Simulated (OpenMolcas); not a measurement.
Cu4+: moving or changing the point charges

Cu4+ among 6 point charges of -2 e arranged as an octahedron (Oh), 1.93 Å from the ion.
```
   1.9300    0.0000    0.0000  -2.00
   0.0000    1.9300    0.0000  -2.00
  -1.9300    0.0000    0.0000  -2.00
   0.0000   -1.9300    0.0000  -2.00
   0.0000    0.0000    1.9300  -2.00
   0.0000    0.0000   -1.9300  -2.00
```

```json
{"Program": "OpenMolcas", "Method": "CASSCF", "Basis": "ANO-RCC-VDZP [5s4p2d1f]", "Scalar Hamiltonian": "DKH2, point nucleus", "Active space": "7 electrons in 5 orbitals (3d)", "State averaging": "2S+1 = 4 even, 10 roots; 2S+1 = 2 even, 40 roots", "Spin-orbit coupling": "RASSI with atomic mean-field integrals over the reference wave functions"}
```

Runs around this geometry, states (labels of O, the rotations of Oh). Energies in cm-1 above the lowest state or level, χT in cm3 K/mol; under a threefold ground state the first gap can be a small split of the lowest multiplet, not the spin-orbit step; 10Dq and B are least-squares fits to the states below 45000 cm-1, weighted by degeneracy, with a free offset, and given where the rms deviation is under 5 % of |10Dq| (or 100 cm-1) and under 700 cm-1.

```csv
R (Å),q (e),Ground state,First state of that spin,10Dq,B (rms of fit),First gap with spin-orbit (degeneracies),χT at 300 K,First state of another spin
1.93,-1.3,4T1,4T2 1244,1435,1584 (50),"330.0 (2, 4)",4.751,2E 24641
1.84,-2,4T1,4T2 2413,2733,1584 (98),"492.1 (2, 4)",4.212,2E 24486
1.93,-2,4T1,4T2 1923,2191,1584 (79),"437.6 (2, 4)",4.400,2E 24619
2.16,-2,4T1,4T2 1119,1291,1585 (47),"305.0 (2, 4)",4.829,2E 24628
```

Taking |10Dq| as R^-n, n = -ln(1291 / 2733) / ln(2.16 / 1.84) = 4.7 between the shortest and longest distance. The point-charge formula for a cubic d site gives n = 5.

Scaling the charges by -1.3 / -2 = 0.65 scales |10Dq| by 1435 / 2191 = 0.65; with fixed orbitals a first-order splitting would follow the charge.

An orbital triplet at a regular site is open to Jahn-Teller coupling, which can distort the site and quench the lowest spin-orbit gaps and is left out. Without dynamic correlation the repulsion within the d shell is too large (B by tens of per cent), so at a given field states of lower spin stand too high. Point charges give a weaker field than real ligands, and real ions of this kind are often low spin; the high spin found here belongs to the model. This field is weak: 10Dq is about 1435 cm-1, while octahedral complexes of 3d ions of charge 3 and more, computed by the same method with explicit ligands, had a median near 15000 cm-1. Ground spin and moment need not be those of a real site (figures for R = 1.93, q = -1.3; the like holds for R = 1.84, q = -2, R = 1.93, q = -2, R = 2.16, q = -2). The ground term spreads over less than 5000 cm-1, several times less than with real ligands, so orbital moments are less quenched and χT lies further from the spin-only value than at real sites (holds for R = 1.93, q = -1.3; R = 1.93, q = -2; R = 2.16, q = -2). Point charges carry no covalency, so the field is a model and not that of real ligands. No measured value stands beside these numbers.
